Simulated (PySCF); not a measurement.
## MS cations for M along the alkali metals

PBE0 with double-zeta basis sets in PySCF, for the lowest determinant that a PBE0 search found; no spin–orbit coupling. De refers to high-spin ground-configuration atoms (the charge goes to the atom of lower measured ionisation energy or higher electron affinity, which is not always the lowest computed limit). A positive dipole points towards S; it is taken about the centre of mass and depends on that origin.

```csv
M,basis,charged atom,state (unpaired electrons),Re (Å),ωe (cm⁻¹),De (eV),μ (D)
Li,def2-SVP,Li+,triplet (π ↑↑),2.508,320,0.88,-8.08
K,def2-SVP,K+,triplet (π ↑↑),3.388,109,0.40,-6.12
Rb,def2-SVPD,Rb+,triplet (π ↑↑),3.546,90.7,0.29,-3.30
Cs,def2-SVP,Cs+,triplet (π ↑↑),3.732,83.8,0.32,-2.26
```

Q: The row for M = Na is missing. Estimate Re, ωe and De as the mean of the rows for Li and K, and compare with the calculation.

A: The means are 2.948 Å, 214 cm⁻¹ and 0.64 eV. PBE0 in def2-SVP gives NaS⁺ as a triplet (π ↑↑) with Re = 2.897 Å, ωe = 169 cm⁻¹, De = 0.61 eV, so the estimate is off by +5.1 pm, +27 % and +0.03 eV.

The rows differ in basis set, which adds steps of its own.

Weak bonds: CsS⁺, KS⁺, RbS⁺. Basis-set superposition, not corrected here, can be much of De in a small basis, most of all at correlated wavefunction levels. These are scalar-relativistic numbers at best; spin–orbit coupling would shift them, the dissociation energy most. For an ion De counts to the pair picked by the measured ionisation energies or electron affinities, which need not be the lowest pair at this level. States were picked by a PBE0 search and need not be the measured ground states.
